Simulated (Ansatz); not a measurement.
In₇As₇H₂₀⁻, a nanocrystal cut from wurtzite InAs (hydrogen-capped). Total charge -1; doublet. Geometry PBE-D4/def2-SVP, that of the neutral singlet; atoms count from 1.

```
atom   x (Å)   y (Å)   z (Å)
 In1   2.035   4.067   1.519
 As2   1.559   2.053   3.348
 As3   0.975   2.530  -0.454
 In4   2.499   0.399  -0.934
 In5   0.445  -0.390   2.941
 As6   1.868  -1.389   0.926
 As7   1.217  -0.717  -3.070
 In8   1.085  -3.806  -0.084
 In9  -1.633   2.143  -0.081
As10  -1.837   0.177   1.692
As11  -2.311   0.774  -2.342
In12  -1.332  -1.672  -3.032
In13  -3.358  -1.924   0.827
As14  -1.421  -2.988  -0.761
 H15   3.759   4.118   1.325
 H16   0.908   5.326   1.917
 H17   2.852   1.776   4.116
 H18   0.799   2.640   4.537
 H19   1.060   3.358  -1.739
 H20   4.169   0.710  -1.304
 H21   0.352  -1.325   4.404
 H22   3.236  -1.650   1.562
 H23   1.307   0.281  -4.226
 H24   2.119  -1.780  -3.692
 H25   1.962  -3.973  -1.584
 H26   0.966  -4.922   1.241
 H27  -2.607   3.573   0.098
 H28  -2.673   0.849   2.785
 H29  -2.066   1.709  -3.527
 H30  -3.832   0.737  -2.465
 H31  -1.881  -2.210  -4.590
 H32  -3.619  -2.986   2.176
 H33  -4.532  -1.213  -0.252
 H34  -2.071  -4.275  -1.279
```

In the def2 sets In takes a core potential; there is no spin–orbit coupling. Single mean-field runs in def2-SVP are fitted with def2-universal-jkfit. The highest occupied level of the charge -1 doublet lies above zero (up to 0.40 eV). By energy differences its removal costs 0.64 eV (vertical, to the charge 0 singlet, at PBE0-D4/def2-SVP); self-interaction error and the lack of diffuse functions both raise the level.

**Question.** Estimate the Mulliken populations of the heavy atoms from the PBE0/def2-SVP orbitals of Ansatz.

**Answer.** 
```tsv
atom	charge (e)	spin (α − β)
In1	0.04	0.31
As2	-0.09	-0.01
As3	-0.20	-0.04
In4	0.22	0.16
In5	0.24	0.13
As6	-0.29	0.02
As7	-0.10	0.00
In8	0.23	0.02
In9	0.22	0.16
As10	-0.29	0.02
As11	-0.10	0.00
In12	0.27	0.05
In13	0.23	0.02
As14	-0.29	0.00
```
Mulliken values and Mayer orders depend strongly on the basis.

**Question.** Where does the spin sit?

**Answer.** Summed by element: In 0.86, As -0.02, H 0.16, of 1 unpaired in all. Largest on single atoms: In1 0.31, In9 0.16, In4 0.16.

**Question.** And the Mayer bond orders between bonded heavy atoms (over 0.3)?

**Answer.** In1–As2 0.62 (2.76 Å); In1–As3 0.67 (2.72 Å); As2–In5 0.61 (2.72 Å); As3–In4 0.72 (2.66 Å); As3–In9 0.72 (2.66 Å); In4–As6 0.82 (2.66 Å); In4–As7 0.62 (2.73 Å); In5–As6 0.75 (2.66 Å); In5–As10 0.75 (2.66 Å); As6–In8 0.68 (2.73 Å); As7–In12 0.68 (2.72 Å); In8–As14 0.68 (2.72 Å); In9–As10 0.82 (2.66 Å); In9–As11 0.62 (2.73 Å); As10–In13 0.68 (2.73 Å); As11–In12 0.68 (2.72 Å); In12–As14 0.88 (2.63 Å); In13–As14 0.68 (2.72 Å).
